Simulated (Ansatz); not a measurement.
Frontier orbitals of C2H10N4W, SMILES `C[N]=[W]([NH2])([NH2])=[N]C`.

Charge 0, multiplicity 1. Correlated methods include outer-core shells of W, which these sets cover unevenly. W takes the def2 core potential. The structure was optimised at the PBE0-D4/def2-TZVP level. It is one conformer, not always the lowest. Basis def2-TZVPP, Ansatz.

A caution on the coupled-cluster cation, which keeps the state that its UHF reference found: large T1 diagnostic of the cation; spin contamination of the cation.

Orbital energies of one run (eV). Highest occupied ones, from the top: -5.01, -5.46, -5.78, -5.99, -6.49, -7.19, -9.42, -9.73, -9.74, -10.25, -10.29, -10.33, -10.36, -10.55. Empty: -0.73, -0.66, -0.26, 0.03, 0.24, 0.54.

Problem. Which functional gave them?
A. r2SCAN0
B. LC-ωPBE
C. PBE0
D. PBE

Solution. D. HOMO energies: PBE -5.01, r2SCAN0 -6.42, PBE0 -6.25, LC-ωPBE -8.86 eV.

LC-ωPBE has ω = 0.4 bohr⁻¹.
